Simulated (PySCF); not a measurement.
Al(Me)(OMe)(PH2) (C2H8AlOP), SMILES [O]([Al]([PH2])[CH3])C. The structure is a stationary point at PBE0-D3(BJ)/def2-SVP. The structure was generated by enumeration; whether it is a known compound was not checked. The values are those of a single conformer.

Computed equilibrium geometry at PBE0-D3(BJ)/def2-SVP (PySCF confirms it by a frequency run) as bond lengths and angles (one conformer of several):
Atoms: Al1 C2 H3 H4 H5 O6 C7 H8 H9 H10 P11 H12 H13. Bond lengths (Å): Al1–C2 1.944, Al1–O6 1.702, Al1–P11 2.339, C2–H3 1.103, C2–H4 1.102, C2–H5 1.101, O6–C7 1.386, C7–H8 1.105, C7–H9 1.105, C7–H10 1.108, P11–H12 1.430, P11–H13 1.430. Bond angles (°): C2–Al1–O6 118.2, C2–Al1–P11 123.7, O6–Al1–P11 118.1, Al1–C2–H3 110.9, Al1–C2–H4 111.5, Al1–C2–H5 111.3, H3–C2–H4 106.7, H3–C2–H5 107.8, H4–C2–H5 108.4, Al1–O6–C7 139.4, O6–C7–H8 110.8, O6–C7–H9 110.7, O6–C7–H10 113.1, H8–C7–H9 107.2, H8–C7–H10 107.3, H9–C7–H10 107.4, Al1–P11–H12 92.6, Al1–P11–H13 93.5, H12–P11–H13 94.2.
Charge 0, spin multiplicity 1.
